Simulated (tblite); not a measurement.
Species: C6H7NO (charge +1 and doublet state).
Numbering: `[CH3:1]/[N:2]=[CH:3]\[C+:4]1[CH:5][CH:6]=[CH:7][O:8]1` (hydrogens: H9, H10, H11 on C1; H12 on C3; H13 on C5; H14 on C6; H15 on C7)

Cartesian coordinates in Å at the GFN2-xTB level; atoms count from 1:
```xyz
15
C6H7NO angstrom
C     -2.6513    0.1586   -0.0178
N     -1.8282   -0.8207   -0.5130
C     -0.6324   -1.1947   -0.5009
C      0.5030   -0.4032   -0.1382
C      1.8598   -0.6998   -0.2213
C      2.5271    0.4293    0.2597
C      1.5463    1.3520    0.5652
O      0.3382    0.8681    0.3142
H     -2.9272    0.8500   -0.8213
H     -3.5883   -0.3141    0.3140
H     -2.2312    0.6839    0.8519
H     -0.4071   -2.1797   -0.9059
H      2.2912   -1.6231   -0.5515
H      3.5843    0.5550    0.3763
H      1.6115    2.3465    0.9667
```

Computed with GFN2-xTB (tblite): harmonic, unscaled wavenumbers at the GFN2-xTB geometry, gas phase. Against measured fundamentals such values can be off by several per cent, at times by over 20. One conformer, not necessarily the lowest. Open shells enter through the occupations alone, without spin polarisation, and single modes of such species can be off by tens of per cent.

Harmonic wavenumbers (cm⁻¹): 87.7, 92.5, 116.3, 193.8, 254.3, 378.8, 484.4, 559.7, 616.0, 714.3, 790.3, 818.6, 837.6, 852.0, 864.0, 928.2, 981.7, 1022.4, 1040.7, 1051.5, 1085.4, 1118.3, 1191.3, 1231.9, 1264.1, 1300.6, 1338.5, 1358.6, 1365.2, 1406.2, 1463.8, 1732.0, 2866.1, 2896.2, 2952.6, 2975.2, 3152.8, 3183.0, 3194.5.

A = 5723, B = 1447, C = 1164 MHz; mass 109.053 u (most abundant isotopes); point group C1, symmetry number 1; spin multiplicity 2.

Task: What is the zero-point energy?

Result: Half the sum of the wavenumbers: 24881 cm⁻¹ = 71.14 kcal/mol.

Task: Entropy at 200 K, 1 bar (ideal gas, RRHO, classical rotation)?

Result: Translation 38.02, rotation 26.71, vibration 12.14, spin (R ln 2) 1.38: S = 78.2 cal/(mol K).

Task: And Cp and H(200 K) − H(0)?

Result: Cp = 21.66 cal/(mol K), of which vibrations give 13.71 (their classical limit is 39 R = 77.5); H(200 K) − H(0) = 2.96 kcal/mol without the zero-point energy, 1.37 from vibrations.

Task: Blend soft modes into free rotors: weight 1/[1 + (100 cm⁻¹/ν̃)⁴] for the oscillator and the rest for a rotor with moment μB/(μ + B), μ = h/(8π²ν), B = 10⁻⁴⁴ kg m². What vibrational entropy results?

Result: 11.75 cal/(mol K) in place of 12.14, which changes −T·S at 200 K by +0.08 kcal/mol.

Task: How do the functions run with temperature in this model?

Result: 
```json
{"T (K)": "50", "S (cal/(mol K))": "56.6", "Cp (cal/(mol K))": "11.4", "H − H(0) (kcal/mol)": "0.45", "G − H(0) (kcal/mol)": "-2.38", "ln q(vib)": "0.20"}
{"T (K)": "100", "S (cal/(mol K))": "65.8", "Cp (cal/(mol K))": "15.2", "H − H(0) (kcal/mol)": "1.13", "G − H(0) (kcal/mol)": "-5.45", "ln q(vib)": "0.94"}
{"T (K)": "298.15", "S (cal/(mol K))": "88.4", "Cp (cal/(mol K))": "29.9", "H − H(0) (kcal/mol)": "5.48", "G − H(0) (kcal/mol)": "-20.87", "ln q(vib)": "4.37"}
{"T (K)": "373.15", "S (cal/(mol K))": "95.8", "Cp (cal/(mol K))": "36.3", "H − H(0) (kcal/mol)": "7.96", "G − H(0) (kcal/mol)": "-27.78", "ln q(vib)": "5.70"}
{"T (K)": "500", "S (cal/(mol K))": "107.7", "Cp (cal/(mol K))": "45.6", "H − H(0) (kcal/mol)": "13.18", "G − H(0) (kcal/mol)": "-40.70", "ln q(vib)": "8.03"}
{"T (K)": "750", "S (cal/(mol K))": "128.8", "Cp (cal/(mol K))": "58.0", "H − H(0) (kcal/mol)": "26.27", "G − H(0) (kcal/mol)": "-70.34", "ln q(vib)": "12.64"}
{"T (K)": "1000", "S (cal/(mol K))": "146.6", "Cp (cal/(mol K))": "65.7", "H − H(0) (kcal/mol)": "41.81", "G − H(0) (kcal/mol)": "-104.83", "ln q(vib)": "17.05"}
```

q(vib) and H(0) count from the zero-point level.

Task: Which modes carry the vibrational entropy at 200 K?

Result: 87.7 cm⁻¹: 2.94; 92.5 cm⁻¹: 2.83; 116.3 cm⁻¹: 2.40; 193.8 cm⁻¹: 1.48; 254.3 cm⁻¹: 1.04; 378.8 cm⁻¹: 0.51 cal/(mol K); the other 33 give 0.93 together.

Hindered rotation and anharmonicity are outside this model. Other conformers, if any are populated, would add a mixing term that is left out. The structure is chiral; the term R ln 2 for an equal mix with its mirror image is left out.

Time: 0.44 s of wall time. Hardware: an Arm Neoverse V1 with one thread, no GPU, shared host with 32 logical CPUs at a one-minute load of 14. The figure is for the frequency step alone.
